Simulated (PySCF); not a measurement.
Choosing a molecule for a target property.

Each SMILES stands for a single optimised conformer of the isolated species, non-relativistic unless stated; the electronic structure was computed with PySCF and density fitting.

The conformers computed, where there is a choice (atom-mapped SMILES and torsion angles):
- `[CH2:1]=[CH:2][C:3](=[CH2:4])[C:5](=[O:6])[Cl:7]`: C1–C2–C3–C4 180°, C2–C3–C5–O6 0°
- `[PH2:1][SiH2:2][Si@H:3]1[CH2:4][CH2:5][S:6]1`: P1–Si2–Si3–C4 112°, H–P1–Si2–Si3 78°, H–P1–Si2–Si3 171°
- `[CH2:1]=[CH:2][C:3](=[CH2:4])[CH3:5]`: C1–C2–C3–C4 180°
- `[CH3:1][O:2][SiH2:3]/[CH:4]=[CH:5]\[C:6]#[N:7]`: C1–O2–Si3–C4 180°, O2–Si3–C4–C5 180°
- `[CH2:1]=[CH:2][CH2:3][O:4][SiH2:5][C:6]#[N:7]`: C1–C2–C3–O4 -1°, C2–C3–O4–Si5 157°, C3–O4–Si5–C6 62°
- `[Cl:1][CH:2]([Cl:3])[CH:4]=[C:5]1[CH:6]=[CH:7][CH:8]=[CH:9]1`: Cl1–C2–C4–C5 -120°
- `[CH2:1]=[CH:2][Si@H:3]([PH2:4])[S:5][SiH3:6]`: C1–C2–Si3–P4 -10°, C2–Si3–S5–Si6 151°, H–P4–Si3–C2 167°, H–P4–Si3–C2 75°
- `[CH3:1][C@@:2]([F:3])([SiH3:4])[C:5](=[S:6])[CH2:7][F:8]`: C1–C2–C5–S6 -37°, C2–C5–C7–F8 49°
- `[CH3:1][S:2][SiH2:3][C:4]([CH3:5])=[C:6]([F:7])[F:8]`: C1–S2–Si3–C4 178°, S2–Si3–C4–C5 5°

The conformers of `N#C[C@@H]1OCC[SiH2]1` aren't listed.

(1) Wanted: dipole moment between 2.5 D and 3.3 D (CAM-B3LYP/def2-SVPD) and lowest triplet excitation (Tamm–Dancoff) below 4 eV (TDA CAM-B3LYP/def2-SVPD), at GFN2-xTB geometries. Which candidate meets both?
A. `C=CCO[SiH2]C#N`
B. `CO[SiH2]/C=C\C#N`
C. `C=CC(=C)C(=O)Cl`
D. `P[SiH2][Si@H]1CCS1`
E. `C=CC(=C)C`
F. `ClC(Cl)C=C1C=CC=C1`

(2) Wanted: HOMO energy below -9.3 eV (CAM-B3LYP/def2-SVPD) and lowest singlet excitation above 5 eV (TDDFT CAM-B3LYP/def2-SVPD), at GFN2-xTB geometries. Which candidate meets both?
A. `C=C[Si@H](P)S[SiH3]`
B. `C1CO[C@H]([SiH2]1)C#N`
C. `P[SiH2][Si@H]1CCS1`
D. `C=CC(=C)C(=O)Cl`
E. `C=CCO[SiH2]C#N`
F. `C[C@@]([SiH3])(C(=S)CF)F`
G. `C=CC(=C)C`

(3) Wanted: smallest rotational constant above 2 GHz (GFN2-xTB) and HOMO–LUMO gap below 8.5 eV (CAM-B3LYP/def2-SVPD), at GFN2-xTB geometries. Which candidate meets both?
A. `CO[SiH2]/C=C\C#N`
B. `CS[SiH2]C(C)=C(F)F`
C. `P[SiH2][Si@H]1CCS1`
D. `C[C@@](F)([SiH3])C(=S)CF`
E. `C=C[Si@H](P)S[SiH3]`
F. `C=CC(=C)C(=O)Cl`
G. `C=CC(=C)C`

(4) Wanted: static isotropic polarisability between 90 au and 110 au (CAM-B3LYP/def2-SVPD) and electronic spatial extent ⟨r²⟩ about the centre of nuclear charge below 1600 bohr² (CAM-B3LYP/def2-SVPD), at GFN2-xTB geometries. Which candidate meets both?
A. `C=CC(=C)C(=O)Cl`
B. `ClC(Cl)C=C1C=CC=C1`
C. `C(CF)([C@](C)(F)[SiH3])=S`
D. `P[SiH2][Si@H]1CCS1`
E. `CC(C=C)=C`

## Answers

(1) C. Computed values:
```csv
species,dipole moment,lowest triplet excitation (Tamm–Dancoff)
C=CC(=C)C,0.26 D,3.31 eV
P[SiH2][Si@H]1CCS1,1.44 D,4.39 eV
ClC(Cl)C=C1C=CC=C1,1.84 D,2.25 eV
C=CC(=C)C(=O)Cl,3.19 D,2.93 eV
C=CCO[SiH2]C#N,3.41 D,4.53 eV
CO[SiH2]/C=C\C#N,3.80 D,3.62 eV
```

(2) B. Computed values:
```csv
species,HOMO energy,lowest singlet excitation
C1CO[C@H]([SiH2]1)C#N,-9.51 eV,6.63 eV
C=CCO[SiH2]C#N,-9.17 eV,6.76 eV
C=CC(=C)C(=O)Cl,-8.78 eV,4.42 eV
C=C[Si@H](P)S[SiH3],-8.38 eV,5.71 eV
C[C@@]([SiH3])(C(=S)CF)F,-8.20 eV,2.44 eV
C=CC(=C)C,-7.99 eV,5.93 eV
P[SiH2][Si@H]1CCS1,-7.84 eV,4.71 eV
```

(3) G. Computed values:
```
                 species  smallest rotational constant  HOMO–LUMO gap
      CS[SiH2]C(C)=C(F)F                     0.563 GHz        9.09 eV
      P[SiH2][Si@H]1CCS1                     0.626 GHz        7.84 eV
     C=C[Si@H](P)S[SiH3]                     0.717 GHz        8.71 eV
        CO[SiH2]/C=C\C#N                     0.872 GHz        8.84 eV
C[C@@](F)([SiH3])C(=S)CF                     1.004 GHz        6.60 eV
         C=CC(=C)C(=O)Cl                     1.155 GHz        7.41 eV
               C=CC(=C)C                     2.892 GHz        8.32 eV
```

(4) C. Computed values:
```csv
species,static isotropic polarisability,electronic spatial extent ⟨r²⟩ about the centre of nuclear charge
CC(C=C)=C,64.7 au,466 bohr²
C=CC(=C)C(=O)Cl,79.3 au,959 bohr²
C(CF)([C@](C)(F)[SiH3])=S,97.7 au,1335 bohr²
ClC(Cl)C=C1C=CC=C1,115.5 au,2033 bohr²
P[SiH2][Si@H]1CCS1,125.7 au,1818 bohr²
```
